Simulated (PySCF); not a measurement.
ClH5OSi2, SMILES O[Si@H](Cl)[SiH3].

The structure is a stationary point at B3LYP-D3(BJ)/def2-SVP. The structure was generated by enumeration; whether it is a known compound was not checked. The values are those of a single conformer.

Two levels are set side by side: PBE/def2-TZVP (PySCF) and M06-2X/def2-TZVP (PySCF). Same geometry, gas phase. Differences are taken from unrounded values.

| quantity | PBE |
|---|---|
| orbital gap (eV) | 5.70 |
| highest occupied level (eV) | -6.97 |
| lowest empty level (eV) | -1.26 |
| dipole moment (D) | 1.35 |
| mean polarisability (bohr³) | 72.5 |

Question: These are the PBE values. What does M06-2X give? (The exact figures need the calculation; the answer reports its results.)

Answer: 
```json
[
 {"quantity": "orbital gap (eV)", "M06-2X": "9.65", "PBE minus M06-2X": "-3.95"},
 {"quantity": "highest occupied level (eV)", "M06-2X": "-9.28", "PBE minus M06-2X": "2.31"},
 {"quantity": "lowest empty level (eV)", "M06-2X": "0.38", "PBE minus M06-2X": "-1.64"},
 {"quantity": "dipole moment (D)", "M06-2X": "1.46", "PBE minus M06-2X": "-0.12"},
 {"quantity": "mean polarisability (bohr³)", "M06-2X": "68.9", "PBE minus M06-2X": "3.7"}
]
```

Without exact exchange PBE keeps part of each electron's self-repulsion, which lifts occupied levels and narrows the gap. Loosely held outer electrons make PBE densities more polarisable. Differences between two approximate levels are no errors against the true value.

Rough cost on one machine, each run with all the roots and properties that it gave: M06-2X against PBE about 3 times.
